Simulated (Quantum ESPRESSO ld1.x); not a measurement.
Values are calculated unless marked as measured or tabulated.
Task: Species: the bismuth ion Bi60+. Configuration: [Ar] 3d5 (the NIST ground configuration). Level of theory: scalar-relativistic Kohn-Sham, LDA (Slater exchange, VWN5 correlation), spin-polarised, spherical densities, point nucleus; open shells are filled with parallel spins first (ld1.x of Quantum ESPRESSO 7.5). Some entries of the table are withheld. Estimate them.

orbital,occ.,eigenvalue (eV),<r^2> (bohr^2)
1s up,1,-94802.2,0.0003462
1s down,1,-94801.2,0.0003462
2s up,1,-20382.1,0.005194
2s down,1,-20353.8,0.005186
2p up,3,-18042.7,0.004430
2p down,3,-18018.9,0.004420
3s up,1,-7634.63,0.03092
3s down,1,-7602.24,0.03103
3p up,3,-6957.07,(1)
3p down,3,-6924.99,(2)
3d up,5,-6361.85,0.02501
3d down,0,-6322.23,0.02515
4s up,0,-3911.70,(3)
4s down,0,-3900.09,(4)
4p up,0,(5),0.1179
4p down,0,(6),0.1185

Result: 
(1) 3p up <r^2> (bohr^2): 0.03136
(2) 3p down <r^2> (bohr^2): 0.03148
(3) 4s up <r^2> (bohr^2): 0.1121
(4) 4s down <r^2> (bohr^2): 0.1126
(5) 4p up eigenvalue (eV): -3644.80
(6) 4p down eigenvalue (eV): -3633.55
